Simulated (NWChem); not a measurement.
## trisilane (H₈Si₃) in NWChem

```xyz
11

Si     0.0884    -1.9513     0.4230
Si     0.0000     0.0000    -0.8995
Si    -0.0884     1.9513     0.4230
H      0.1371    -3.1721    -0.4352
H      1.3039    -1.9266     1.2899
H     -1.1179    -2.0302     1.2996
H     -1.2078    -0.0545    -1.7801
H      1.2078     0.0545    -1.7801
H      1.1179     2.0302     1.2996
H     -1.3039     1.9266     1.2899
H     -0.1371     3.1721    -0.4352
```
Charge 0, spin multiplicity 1.

The numbers come from NWChem runs, not from measurements. The geometry was optimised at B3LYP/def2-SVP, a minimum by its harmonic frequencies.

Symmetry labels belong to the abelian group C2 used in the runs, with the axes of the coordinates shown.

The Pople sets run with spherical d functions.

List the lowest 4 singlet excitations that CIS/6-31+G* (spherical d) gives, with oscillator strengths.


```csv
state,symmetry,energy (eV),wavelength (nm),f
1,b,7.76,160,0.305
2,a,7.87,157,0.000
3,b,8.13,153,0.323
4,a,8.26,150,0.133
```
